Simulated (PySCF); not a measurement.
## How methods differ on the fine-structure interval of Au³⁴⁺

Au³⁴⁺ [Kr] 4d9 [4d3/2^4 4d5/2^5, M_J = 5/2] → Au³⁴⁺ [Kr] 4d9 [4d3/2^3 4d5/2^6, M_J = 3/2], as a difference of total energies. All numbers are calculated (PySCF 2.14, the two-component X2C-1e Hamiltonian, in an even-tempered Gaussian basis (17 s from 3.5 bohr⁻², ratio 2.8; 14 p from 4.6 bohr⁻², ratio 2.8; 9 d from 4.6 bohr⁻², ratio 2.8; 3 f from 21 bohr⁻², ratio 3)). Correlated levels: [Ar] 3d10 frozen; the 92 highest virtual spinors dropped. "Screened" scales the spin-orbit matrix elements by Boettger's factors to mimic the two-electron term; Breit and QED terms are absent.

```json
{"method": "GHF (screened spin-orbit)", "fine-structure interval (cm⁻¹)": "199020"}
{"method": "GMP2 (screened spin-orbit)", "fine-structure interval (cm⁻¹)": "199550"}
{"method": "GHF (bare spin-orbit)", "fine-structure interval (cm⁻¹)": "228180"}
```
